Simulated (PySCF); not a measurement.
# Two-dimensional NMR puzzle

Compound of formula C4H11NOSi2. Correlations simulated from computed shifts and the bond graph:

HSQC (one-bond C–H):
```tsv
δH	δC
3.01	36.1
1.88	24.0
0.38	0.3
0.23	0.3
```

COSY cross peaks (H two or three bonds apart, from the bond graph; peaks can be absent where the dihedral angle is near 90°):
```tsv
δH	δH
5.40	3.01
4.98	4.69
4.98	3.01
4.98	0.38
4.98	0.23
4.69	3.01
4.69	0.38
4.69	0.23
0.38	0.23
```

HMBC (two and three bonds, from the bond graph):
```tsv
δH	δC
5.40	174.0, 36.1, 24.0
4.98	36.1, 0.3
4.69	36.1, 0.3
3.01	174.0, 0.3
1.88	174.0
0.38	36.1
0.23	36.1
```

Carbons without hydrogens: δ 174.0.

- GFN2-xTB geometry
- shielding tensors at PBE0/pcSseg-1 (GIAO)
- code: PySCF
- no solvent, non-relativistic, rapidly exchanging positions averaged, one conformer

Chemical shifts δ = σref − σ; 1H and 13C vs TMS, all at this level.

Exchangeable hydrogens are left out of these lists.

Task: Work out the connectivity.

Result: `CC(=O)NC1[SiH2]C[SiH2]1`.

Mapped SMILES: `[CH3:1][C:2](=[O:3])[NH:4][CH:5]1[SiH2:6][CH2:7][SiH2:8]1`; H(Xn) means a hydrogen on atom n. Ha(Si6), Ha(C7), Ha(Si8) are cis to N4 on the ring; Hb(Si6), Hb(C7), Hb(Si8) are trans to N4 on the ring.

1. δC 174.0 is C2, an amide carbonyl carbon.
2. δC 36.1 is C5, an sp3 CH bonded to N and 2 Si (δH 3.01).
3. δC 24.0 is C1, a methyl carbon α to a carbonyl (δH 1.88).
4. δC 0.3 is C7, an sp3 CH2 bonded to 2 Si (δH 0.23, 0.38).
5. HMBC from δH 3.01 reaches the proton-free carbon C2.
6. HMBC from δH 1.88 reaches the proton-free carbon C2.
7. COSY links 5.40–3.01, 4.98–4.69, 4.98–3.01, 4.98–0.38, 4.98–0.23, 4.69–3.01.

The shifts were computed for this structure.

The OH or NH signal is concentration- and solvent-dependent in practice; the value given is the gas-phase one. Shifts are as computed. Against solution values, carbons near 30 ppm lie about +3 ppm off and those near 130 ppm about +5 ppm. Of 1309 compounds with measured shifts, 239 miss one by over three times the rms of a fit or turn the order of signals round; such compounds aren't used in these exercises. Hydrogen bonding in solution deshields acid and N–H amide carbonyl carbons by as much as 10 ppm beyond these values.
